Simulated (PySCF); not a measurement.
C2H9FOSi2. Atoms are numbered in the order given.

```xyz
15

O     -2.6384    -0.5603    -0.9935
C     -1.4506     0.2107    -0.8510
Si    -0.2251    -0.6766     0.2762
F     -1.1488    -1.1024     1.5695
C      1.1810     0.4116     0.8452
Si     2.2432     1.1523    -0.5330
H     -2.9611    -0.7638    -0.1045
H     -1.0236     0.3462    -1.8596
H     -1.6538     1.2359    -0.4721
H      0.2683    -1.9435    -0.3246
H      0.7621     1.2421     1.4410
H      1.8370    -0.1679     1.5183
H      2.8120     0.0679    -1.3855
H      1.4073     2.0377    -1.3962
H      3.3627     1.9551     0.0370
```

The structure is a stationary point at B3LYP-D3(BJ)/def2-SVP. The structure was generated by enumeration; whether it is a known compound was not checked. One conformer was computed; it need not be the lowest.

All values below come from r2SCAN/def2-TZVP run with PySCF.

ESP charges are fitted to the potential on shells at 1.4 to 2.0 van der Waals radii. Atomic charges (e):

```csv
atom,IAO,Mulliken,ESP fit
O1,-0.55,-0.45,…
C2,-0.36,-0.12,0.00
Si3,1.23,0.54,…
F4,-0.55,-0.36,-0.31
C5,-0.88,-0.47,…
Si6,0.63,0.20,0.30
H7,0.36,0.31,0.40
H8,0.16,0.11,0.11
H9,0.13,0.09,0.05
H10,-0.15,-0.04,…
H11,0.17,0.14,…
H12,0.18,0.14,…
H13,-0.12,-0.03,-0.07
H14,-0.13,-0.04,-0.10
H15,-0.12,-0.04,-0.06
```

Q: Fill in the missing entries. (An estimate is asked for; the answer gives what the named calculation found.)

A: 
- O1, ESP fit: -0.58
- Si3, ESP fit: 0.57
- C5, ESP fit: -0.62
- H10, ESP fit: -0.10
- H11, ESP fit: 0.20
- H12, ESP fit: 0.21

Q: Give the Mayer and Wiberg (Löwdin basis) orders of the bonds. (An estimate is asked for; the answer gives what the named calculation found.)

A: 
| bond | Mayer | Wiberg |
|---|---|---|
| O1–C2 | 0.96 | 1.59 |
| C2–Si3 | 1.00 | 1.11 |
| Si3–F4 | 1.02 | 1.61 |
| Si3–C5 | 0.98 | 1.17 |
| C5–Si6 | 0.97 | 1.21 |
| O1–H7 | 0.89 | 1.02 |
| C2–H8 | 0.94 | 0.88 |
| C2–H9 | 0.93 | 0.88 |
| Si3–H10 | 0.95 | 0.90 |
| C5–H11 | 0.91 | 0.83 |
| C5–H12 | 0.92 | 0.83 |
| Si6–H13 | 0.95 | 0.95 |
| Si6–H14 | 0.95 | 0.95 |
| Si6–H15 | 0.95 | 0.95 |
